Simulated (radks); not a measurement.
The numbers below are computed, except where a source is named.
Initial-state core-level shifts of neutral platinum when its valence configuration changes from [Xe] 4f14 5d9 6s1. Level of theory: scalar-relativistic Kohn-Sham, PBE, spin-polarised, spherical densities, finite nucleus; open shells are filled with parallel spins first (spin-orbit coupling, left out, can overturn this in heavy ions); Fermi nuclear charge, rms radius 5.427 fm (a radial shooting solver on a logarithmic mesh with Libxc functionals). Shifts are changes of the shell-averaged eigenvalues in eV (positive: less bound); the change of the density at the nucleus, which sets a Mossbauer isomer shift, is in e/bohr^3, on a base of 2.116e+06.

valence,4s,4p,5s,5p,density at nucleus
4f12 5d9 6s1 6p2,-35.477,-34.374,-17.560,-14.911,+327.0
4f14 5d8 6s1 6p1,-4.615,-4.615,-4.521,-4.360,+27.9
4f14 5d8 6s2,-2.867,-2.868,-2.759,-2.591,+142.6
4f13 5d9 6s2,-15.511,-14.982,-6.784,-5.476,+277.9
4f13 5d10 6s1,-12.403,-11.873,-3.807,-2.670,+127.8
4f12 5d7 6s1 6p4,-46.282,-45.169,-27.621,-24.390,+408.2
4f14 5d9.5 6s0.5,+1.243,+1.244,+1.207,+1.134,-64.6
4f13.5 5d9 6s1 6p0.5,-8.590,-8.331,-4.301,-3.660,+77.4
4f13 5d8 6s1 6p2,-22.205,-21.674,-13.298,-11.774,+190.1
